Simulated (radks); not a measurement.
Species: Ce38+. Configuration: [Ar] 3d2. Method: Dirac Kohn-Sham, BLYP, spin-unpolarised, spherical densities, point nucleus; open shells are shared between the two j in proportion to 2j + 1; computed with a radial shooting solver on a logarithmic mesh with Libxc functionals.

Spin-orbit splittings of the eigenvalues, e(l+1/2) - e(l-1/2), with zeta = 2 splitting/(2l+1) and mean radii in bohr:

| shell | occ. | splitting (eV) | zeta (eV) | <r> j=l-1/2 | <r> j=l+1/2 |
|---|---|---|---|---|---|
| 2p | 6 | 453.2 | 302.1 | 0.08721 | 0.09325 |
| 3p | 6 | 106.9 | 71.28 | 0.2467 | 0.2564 |
| 3d | 2 | 24.89 | 9.955 | 0.2235 | 0.2266 |
| 4p | 0 | 37.54 | 25.03 | 0.4978 | 0.5117 |
